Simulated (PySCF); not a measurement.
Al(Br)(Me)(OMe) (C₂H₆AlBrO), SMILES C[O][Al]([CH3])[Br]. Heavy atoms are numbered as in [Al:1]([Br:2])([CH3:3])[O:7][CH3:8]. Hydrogens are named by the atom that carries them.

Geometry optimised at B3LYP-D3(BJ)/def2-SVP. One conformer was computed; it need not be the lowest.

Level of theory: HF/pcSseg-1 in PySCF.

GIAO shieldings, no solvent; atoms alike by connectivity are averaged. δ = σ(ref) − σ: ¹³C against TMS (σ = 192.6 ppm); ¹H against TMS (σ = 31.99 ppm); ¹⁷O against H2O (σ = 333.0 ppm), references at their B3LYP-D3(BJ)/def2-TZVP geometries, non-relativistic (without spin–orbit terms, shifts of atoms bonded to Cl or Br come out too high).

Computed chemical shifts:
| nucleus | atoms | count | δ (ppm) |
|---|---|---|---|
| ¹³C | C8 (CH3) | 1 | 51.3 |
| ¹³C | C3 (CH3) | 1 | -10.3 |
| ¹H | H on C8 | 3 | 3.98 |
| ¹H | H on C3 | 3 | 0.14 |
| ¹⁷O | O7 | 1 | 16.9 |
